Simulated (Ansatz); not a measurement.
Reaction (redistribution): `[CH3][Ti]12345678([OH])([C@H]9[C@@H]1[C@@H]2[C@@H]3[C@H]94)[C@H]1[C@@H]5[C@@H]6[C@@H]7[C@H]18` + `[CH3][GaH][CH2]F` → `[CH3][Ti]12345678([F])([C@H]9[C@@H]1[C@@H]2[C@@H]3[C@H]94)[C@H]1[C@@H]5[C@@H]6[C@@H]7[C@H]18` + `[CH3][GaH][CH2]O`

Calculated with Ansatz (gas phase, PBE0-D4/def2-TZVP geometries, no zero-point term in ΔE). CBS: MP2 limit from def2 TZ/QZ plus the TZ coupled-cluster correction, frozen cores. DFT in def2-TZVPP. For Ga, Ti outer-core shells are correlated without core-valence functions, which leaves a few kJ/mol of doubt a bond. Scalar relativity is left out up to krypton. One conformer a species, not always the lowest.

(1) Is it downhill or uphill in electronic energy at CCSD(T)/CBS, and by how much? (An estimate is asked.)

(2) What do these levels give: r2SCAN-D4, PBE0-D4, ωB97M-V, PBE, r2SCAN, PBE0, MP2/def2-TZVPP, CCSD(T)/def2-TZVPP, HF/def2-QZVPP, HF/CBS(def2), MP2/CBS(def2), CCSD/CBS(def2)? (Estimate.)

Largest T1 diagnostic among the species: 0.018.

## Answers

(1) The calculation gave: Downhill: ΔE = -45.8 kJ/mol.

(2) Computed: r2SCAN-D4 -50.5, PBE0-D4 -50.7, ωB97M-V -49.8, PBE -50.5, r2SCAN -51.3, PBE0 -52.8, MP2/def2-TZVPP -43.0, CCSD(T)/def2-TZVPP -45.9, HF/def2-QZVPP -58.3, HF/CBS(def2) -58.3, MP2/CBS(def2) -42.9, CCSD/CBS(def2) -49.8 kJ/mol.

The D4 term adds +3.3 kJ/mol with B3LYP and +2.1 kJ/mol with PBE0; it sums over pairs of atoms, weighted by their polarisabilities, and B3LYP, whose exchange is more repulsive, gets the larger term. In def2-TZVPP, CCSD(T) changes the Hartree–Fock value by +12.4 kJ/mol (the triples alone add +4.0 kJ/mol) and MP2 by +15.3 kJ/mol.

B3LYP here is the variant with VWN-RPA as its local correlation; programs differ in this.
